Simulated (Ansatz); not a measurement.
A short molecular-dynamics run on BBr2Cl, SMILES `ClB(Br)Br`.

```yaml
crystal:
  periodic: [false, false, false]
  atoms:
    - {symbol: Cl, position_ang: [-0.177931, -1.665570, 0.617919]}
    - {symbol: B, position_ang: [0.009307, -0.054394, 0.009741]}
    - {symbol: Br, position_ang: [1.293322, 1.110771, 0.783900]}
    - {symbol: Br, position_ang: [-1.069198, 0.548893, -1.431960]}
basis:
  gaussian: {orbitals: "6-31G*"}
hamiltonian: {xc: {name: PBE}, dispersion: d3bj}
md: {timestep: 0.5 fs, n_steps: 50, ensemble: nvt_langevin, temperature: 1500, initial_velocities: maxwell_boltzmann, friction: 0.01, seed: 144}
```

```sh
$ ansatz run in.yaml --threads 4 --pin off --events-out ev --progress --plain --max-ram 10444MiB
```

```
step  time (fs)  potential energy (eV)  kinetic (eV)  T (K)  conserved (eV)
   0        0.0           -153250.8229        0.5817   1125               –
   1        0.5           -153250.8205        0.6222   1203               –
   2        1.0           -153250.8157        0.5915   1144               –
   3        1.5           -153250.8088        0.5927   1146               –
   4        2.0           -153250.7997        0.5879   1137               –
   5        2.5           -153250.7889        0.5694   1101               –
   6        3.0           -153250.7773        0.5264   1018               –
   7        3.5           -153250.7632        0.5964   1154               –
   8        4.0           -153250.7457        0.5674   1097               –
   9        4.5           -153250.7257        0.5711   1105               –
  10        5.0           -153250.7044        0.4893    946               –
  11        5.5           -153250.6816        0.4929    953               –
  12        6.0           -153250.6582        0.4280    828               –
  13        6.5           -153250.6370        0.3907    756               –
  14        7.0           -153250.6182        0.3865    747               –
  15        7.5           -153250.6043        0.3486    674               –
  16        8.0           -153250.5940        0.3811    737               –
  17        8.5           -153250.5861        0.4164    805               –
  18        9.0           -153250.5822        0.3567    690               –
  19        9.5           -153250.5811        0.3385    655               –
  20       10.0           -153250.5830        0.3046    589               –
  21       10.5           -153250.5874        0.2938    568               –
  22       11.0           -153250.5939        0.3426    663               –
  23       11.5           -153250.6025        0.3295    637               –
  24       12.0           -153250.6109        0.3329    644               –
  25       12.5           -153250.6180        0.3670    710               –
  26       13.0           -153250.6252        0.3801    735               –
  27       13.5           -153250.6324        0.3462    670               –
  28       14.0           -153250.6378        0.3474    672               –
  29       14.5           -153250.6419        0.3491    675               –
  30       15.0           -153250.6449        0.3475    672               –
  31       15.5           -153250.6456        0.3351    648               –
  32       16.0           -153250.6435        0.3576    692               –
  33       16.5           -153250.6380        0.3624    701               –
  34       17.0           -153250.6295        0.3797    734               –
  35       17.5           -153250.6181        0.3467    671               –
  36       18.0           -153250.6047        0.2794    540               –
  37       18.5           -153250.5908        0.2835    548               –
  38       19.0           -153250.5757        0.2886    558               –
  39       19.5           -153250.5584        0.2880    557               –
  40       20.0           -153250.5404        0.2513    486               –
  41       20.5           -153250.5247        0.2490    482               –
  42       21.0           -153250.5115        0.2237    433               –
  43       21.5           -153250.4992        0.2257    437               –
  44       22.0           -153250.4877        0.2110    408               –
  45       22.5           -153250.4779        0.2001    387               –
  46       23.0           -153250.4698        0.1919    371               –
  47       23.5           -153250.4627        0.1547    299               –
  48       24.0           -153250.4562        0.2012    389               –
  49       24.5           -153250.4522        0.2022    391               –
  50       25.0           -153250.4511        0.1829    354               –
```

Velocities are drawn at the set temperature; a run this short doesn't reach equilibrium.

Frames (Å, forces in eV/Å):

```xyz
4
time=0.0 fs
Cl   -0.178   -1.666    0.618   -0.055   -0.477    0.180
B     0.009   -0.054    0.010    0.006    0.056   -0.021
Br    1.293    1.111    0.784    0.296    0.275    0.176
Br   -1.069    0.549   -1.432   -0.248    0.146   -0.335
4
time=0.5 fs
Cl   -0.178   -1.665    0.614   -0.040   -0.393    0.176
B     0.010   -0.045    0.016   -0.110   -0.149   -0.105
Br    1.295    1.110    0.783    0.387    0.374    0.242
Br   -1.071    0.548   -1.430   -0.237    0.169   -0.313
4
time=1.0 fs
Cl   -0.177   -1.664    0.609   -0.024   -0.311    0.174
B     0.011   -0.035    0.022   -0.231   -0.356   -0.189
Br    1.296    1.109    0.782    0.482    0.474    0.309
Br   -1.073    0.547   -1.428   -0.227    0.193   -0.294
4
time=1.5 fs
Cl   -0.178   -1.663    0.605   -0.009   -0.234    0.173
B     0.012   -0.026    0.027   -0.350   -0.554   -0.269
Br    1.298    1.108    0.782    0.577    0.571    0.372
Br   -1.075    0.547   -1.427   -0.218    0.217   -0.276
4
time=2.0 fs
Cl   -0.178   -1.661    0.601    0.005   -0.159    0.172
B     0.013   -0.016    0.033   -0.470   -0.752   -0.349
Br    1.299    1.107    0.781    0.674    0.670    0.437
Br   -1.077    0.547   -1.425   -0.209    0.241   -0.260
4
time=2.5 fs
Cl   -0.178   -1.660    0.597    0.019   -0.092    0.176
B     0.014   -0.007    0.038   -0.590   -0.939   -0.433
Br    1.301    1.106    0.781    0.769    0.766    0.498
Br   -1.079    0.546   -1.423   -0.198    0.265   -0.241
4
time=3.0 fs
Cl   -0.179   -1.658    0.593    0.032   -0.036    0.184
B     0.014    0.001    0.043   -0.701   -1.104   -0.515
Br    1.303    1.105    0.781    0.856    0.852    0.555
Br   -1.081    0.546   -1.421   -0.187    0.288   -0.223
4
time=3.5 fs
Cl   -0.179   -1.656    0.589    0.048    0.018    0.191
B     0.016    0.010    0.048   -0.830   -1.278   -0.603
Br    1.305    1.104    0.781    0.956    0.947    0.616
Br   -1.083    0.545   -1.419   -0.174    0.313   -0.205
4
time=4.0 fs
Cl   -0.180   -1.654    0.586    0.066    0.084    0.195
B     0.018    0.019    0.052   -0.983   -1.478   -0.695
Br    1.306    1.103    0.781    1.075    1.057    0.685
Br   -1.085    0.545   -1.417   -0.157    0.338   -0.185
4
time=4.5 fs
Cl   -0.181   -1.652    0.582    0.083    0.145    0.201
B     0.020    0.028    0.056   -1.143   -1.678   -0.792
Br    1.308    1.102    0.780    1.201    1.171    0.758
Br   -1.087    0.544   -1.416   -0.142    0.363   -0.168
4
time=5.0 fs
Cl   -0.182   -1.650    0.578    0.098    0.193    0.212
B     0.022    0.036    0.061   -1.300   -1.862   -0.896
Br    1.309    1.101    0.780    1.329    1.284    0.832
Br   -1.089    0.544   -1.414   -0.126    0.385   -0.147
4
time=5.5 fs
Cl   -0.183   -1.649    0.574    0.111    0.235    0.225
B     0.023    0.044    0.066   -1.465   -2.034   -1.014
Br    1.311    1.099    0.779    1.459    1.396    0.907
Br   -1.091    0.544   -1.412   -0.105    0.403   -0.118
4
time=6.0 fs
Cl   -0.184   -1.647    0.571    0.122    0.269    0.239
B     0.025    0.051    0.071   -1.624   -2.195   -1.131
Br    1.312    1.098    0.779    1.586    1.505    0.979
Br   -1.093    0.544   -1.411   -0.084    0.421   -0.088
4
time=6.5 fs
Cl   -0.184   -1.645    0.568    0.128    0.288    0.256
B     0.025    0.058    0.076   -1.750   -2.327   -1.228
Br    1.313    1.096    0.779    1.694    1.599    1.040
Br   -1.095    0.544   -1.409   -0.072    0.440   -0.067
4
time=7.0 fs
Cl   -0.184   -1.642    0.565    0.130    0.289    0.277
B     0.024    0.063    0.081   -1.847   -2.426   -1.312
Br    1.314    1.095    0.779    1.783    1.676    1.089
Br   -1.097    0.543   -1.408   -0.066    0.461   -0.053
4
time=7.5 fs
Cl   -0.185   -1.640    0.562    0.129    0.274    0.302
B     0.022    0.067    0.085   -1.902   -2.482   -1.376
Br    1.316    1.093    0.780    1.839    1.726    1.119
Br   -1.098    0.542   -1.406   -0.065    0.481   -0.045
4
time=8.0 fs
Cl   -0.185   -1.638    0.559    0.125    0.258    0.328
B     0.020    0.071    0.090   -1.920   -2.514   -1.419
Br    1.317    1.092    0.780    1.866    1.752    1.134
Br   -1.100    0.541   -1.404   -0.071    0.504   -0.043
4
time=8.5 fs
Cl   -0.186   -1.636    0.556    0.120    0.238    0.354
B     0.016    0.075    0.094   -1.909   -2.528   -1.446
Br    1.319    1.091    0.781    1.872    1.762    1.138
Br   -1.102    0.540   -1.403   -0.082    0.529   -0.047
4
time=9.0 fs
Cl   -0.186   -1.635    0.553    0.113    0.216    0.379
B     0.011    0.078    0.097   -1.863   -2.520   -1.448
Br    1.321    1.089    0.781    1.850    1.751    1.128
Br   -1.104    0.539   -1.401   -0.100    0.554   -0.058
4
time=9.5 fs
Cl   -0.187   -1.634    0.551    0.106    0.202    0.397
B     0.006    0.080    0.099   -1.788   -2.507   -1.421
Br    1.322    1.088    0.782    1.809    1.724    1.107
Br   -1.105    0.538   -1.399   -0.126    0.581   -0.082
4
time=10.0 fs
Cl   -0.187   -1.633    0.548    0.095    0.174    0.417
B     0.001    0.082    0.101   -1.693   -2.466   -1.387
Br    1.324    1.086    0.782    1.752    1.686    1.078
Br   -1.107    0.537   -1.398   -0.155    0.605   -0.108
4
time=10.5 fs
Cl   -0.188   -1.632    0.546    0.083    0.133    0.439
B    -0.005    0.082    0.103   -1.582   -2.398   -1.347
Br    1.325    1.085    0.782    1.682    1.638    1.042
Br   -1.109    0.536   -1.396   -0.184    0.627   -0.135
4
time=11.0 fs
Cl   -0.189   -1.631    0.544    0.069    0.088    0.459
B    -0.011    0.083    0.104   -1.445   -2.317   -1.286
Br    1.327    1.083    0.783    1.595    1.577    0.998
Br   -1.111    0.535   -1.395   -0.219    0.651   -0.172
4
time=11.5 fs
Cl   -0.190   -1.630    0.542    0.053    0.040    0.479
B    -0.018    0.082    0.105   -1.278   -2.217   -1.207
Br    1.328    1.081    0.783    1.486    1.502    0.944
Br   -1.112    0.535   -1.393   -0.261    0.675   -0.216
4
time=12.0 fs
Cl   -0.190   -1.629    0.540    0.037   -0.003    0.496
B    -0.025    0.082    0.105   -1.098   -2.121   -1.114
Br    1.329    1.080    0.784    1.370    1.422    0.886
Br   -1.114    0.534   -1.391   -0.309    0.701   -0.267
4
time=12.5 fs
Cl   -0.191   -1.628    0.539    0.023   -0.036    0.509
B    -0.032    0.082    0.105   -0.911   -2.038   -1.005
Br    1.331    1.078    0.786    1.251    1.342    0.827
Br   -1.115    0.533   -1.390   -0.363    0.732   -0.330
4
time=13.0 fs
Cl   -0.192   -1.627    0.537    0.009   -0.079    0.523
B    -0.040    0.082    0.104   -0.708   -1.941   -0.883
Br    1.333    1.077    0.787    1.121    1.255    0.762
Br   -1.117    0.532   -1.388   -0.422    0.765   -0.403
4
time=13.5 fs
Cl   -0.193   -1.626    0.536   -0.006   -0.132    0.540
B    -0.047    0.080    0.103   -0.499   -1.827   -0.761
Br    1.334    1.076    0.788    0.985    1.164    0.693
Br   -1.118    0.531   -1.386   -0.479    0.796   -0.473
4
time=14.0 fs
Cl   -0.193   -1.625    0.535   -0.022   -0.189    0.557
B    -0.055    0.079    0.102   -0.292   -1.712   -0.641
Br    1.336    1.075    0.789    0.851    1.076    0.627
Br   -1.120    0.530   -1.384   -0.537    0.826   -0.543
4
time=14.5 fs
Cl   -0.194   -1.624    0.534   -0.038   -0.250    0.574
B    -0.062    0.078    0.101   -0.079   -1.593   -0.516
Br    1.338    1.075    0.791    0.715    0.987    0.560
Br   -1.122    0.528   -1.383   -0.597    0.856   -0.618
4
time=15.0 fs
Cl   -0.193   -1.624    0.533   -0.056   -0.316    0.591
B    -0.070    0.075    0.100    0.137   -1.465   -0.393
Br    1.339    1.074    0.792    0.576    0.897    0.492
Br   -1.123    0.527   -1.381   -0.657    0.884   -0.690
4
time=15.5 fs
Cl   -0.193   -1.623    0.531   -0.075   -0.387    0.608
B    -0.078    0.073    0.099    0.355   -1.336   -0.269
Br    1.341    1.073    0.793    0.440    0.811    0.427
Br   -1.125    0.527   -1.380   -0.720    0.912   -0.766
4
time=16.0 fs
Cl   -0.192   -1.622    0.530   -0.095   -0.463    0.626
B    -0.086    0.070    0.097    0.578   -1.210   -0.134
Br    1.342    1.072    0.794    0.308    0.729    0.363
Br   -1.126    0.526   -1.378   -0.791    0.944   -0.855
4
time=16.5 fs
Cl   -0.191   -1.621    0.528   -0.115   -0.540    0.643
B    -0.095    0.068    0.095    0.807   -1.090    0.013
Br    1.344    1.071    0.795    0.179    0.650    0.300
Br   -1.127    0.525   -1.377   -0.870    0.980   -0.955
4
time=17.0 fs
Cl   -0.191   -1.620    0.527   -0.135   -0.605    0.656
B    -0.104    0.066    0.092    1.042   -0.985    0.171
Br    1.345    1.070    0.796    0.048    0.572    0.237
Br   -1.129    0.524   -1.376   -0.955    1.018   -1.063
4
time=17.5 fs
Cl   -0.190   -1.620    0.526   -0.156   -0.665    0.666
B    -0.114    0.063    0.090    1.282   -0.885    0.338
Br    1.346    1.070    0.798   -0.084    0.494    0.174
Br   -1.130    0.523   -1.375   -1.043    1.057   -1.178
4
time=18.0 fs
Cl   -0.189   -1.620    0.526   -0.175   -0.722    0.675
B    -0.123    0.061    0.087    1.510   -0.794    0.500
Br    1.347    1.069    0.799   -0.205    0.422    0.116
Br   -1.131    0.522   -1.374   -1.129    1.093   -1.291
4
time=18.5 fs
Cl   -0.188   -1.620    0.525   -0.193   -0.778    0.683
B    -0.132    0.057    0.085    1.715   -0.704    0.648
Br    1.348    1.069    0.800   -0.314    0.356    0.064
Br   -1.132    0.522   -1.373   -1.208    1.126   -1.394
4
time=19.0 fs
Cl   -0.187   -1.620    0.525   -0.210   -0.837    0.690
B    -0.140    0.053    0.082    1.910   -0.615    0.792
Br    1.348    1.068    0.801   -0.416    0.295    0.014
Br   -1.133    0.521   -1.373   -1.284    1.157   -1.497
4
time=19.5 fs
Cl   -0.187   -1.621    0.525   -0.226   -0.887    0.695
B    -0.148    0.050    0.079    2.099   -0.543    0.940
Br    1.350    1.066    0.803   -0.510    0.240   -0.032
Br   -1.134    0.520   -1.372   -1.362    1.190   -1.603
4
time=20.0 fs
Cl   -0.186   -1.622    0.524   -0.240   -0.927    0.699
B    -0.155    0.046    0.077    2.274   -0.481    1.079
Br    1.351    1.065    0.804   -0.599    0.186   -0.075
Br   -1.135    0.520   -1.371   -1.435    1.222   -1.703
4
time=20.5 fs
Cl   -0.186   -1.624    0.524   -0.252   -0.978    0.708
B    -0.162    0.042    0.076    2.414   -0.401    1.171
Br    1.352    1.065    0.805   -0.678    0.136   -0.110
Br   -1.136    0.519   -1.370   -1.484    1.243   -1.768
4
time=21.0 fs
Cl   -0.186   -1.625    0.523   -0.263   -1.041    0.723
B    -0.168    0.038    0.076    2.520   -0.303    1.218
Br    1.353    1.063    0.807   -0.747    0.091   -0.139
Br   -1.136    0.519   -1.370   -1.510    1.253   -1.802
4
time=21.5 fs
Cl   -0.187   -1.627    0.523   -0.272   -1.110    0.740
B    -0.174    0.033    0.077    2.608   -0.201    1.246
Br    1.354    1.062    0.808   -0.808    0.050   -0.163
Br   -1.137    0.519   -1.370   -1.528    1.260   -1.823
4
time=22.0 fs
Cl   -0.188   -1.628    0.522   -0.279   -1.196    0.763
B    -0.179    0.028    0.078    2.678   -0.079    1.251
Br    1.355    1.061    0.810   -0.863    0.012   -0.184
Br   -1.137    0.519   -1.369   -1.535    1.263   -1.829
4
time=22.5 fs
Cl   -0.189   -1.629    0.521   -0.285   -1.294    0.789
B    -0.183    0.023    0.079    2.726    0.051    1.237
Br    1.355    1.060    0.812   -0.908   -0.021   -0.201
Br   -1.138    0.519   -1.369   -1.533    1.263   -1.825
4
time=23.0 fs
Cl   -0.190   -1.630    0.520   -0.290   -1.376    0.811
B    -0.186    0.019    0.080    2.760    0.164    1.212
Br    1.356    1.058    0.813   -0.947   -0.048   -0.215
Br   -1.138    0.519   -1.369   -1.524    1.259   -1.808
4
time=23.5 fs
Cl   -0.190   -1.631    0.519   -0.294   -1.458    0.834
B    -0.189    0.015    0.081    2.783    0.278    1.177
Br    1.357    1.057    0.815   -0.980   -0.072   -0.227
Br   -1.138    0.519   -1.370   -1.508    1.252   -1.783
4
time=24.0 fs
Cl   -0.191   -1.631    0.517   -0.298   -1.560    0.861
B    -0.192    0.010    0.082    2.791    0.412    1.119
Br    1.358    1.055    0.816   -1.009   -0.093   -0.236
Br   -1.139    0.519   -1.371   -1.484    1.241   -1.745
4
time=24.5 fs
Cl   -0.192   -1.632    0.515   -0.301   -1.668    0.891
B    -0.194    0.006    0.084    2.779    0.556    1.037
Br    1.359    1.053    0.817   -1.032   -0.110   -0.242
Br   -1.139    0.519   -1.371   -1.446    1.222   -1.686
4
time=25.0 fs
Cl   -0.193   -1.633    0.513   -0.302   -1.768    0.919
B    -0.194    0.002    0.086    2.748    0.692    0.940
Br    1.360    1.051    0.817   -1.047   -0.124   -0.245
Br   -1.140    0.519   -1.373   -1.399    1.199   -1.614
```

Run time 36 s (4 threads of an Arm Neoverse V2 on a shared host); peak host memory 0.16 GiB.
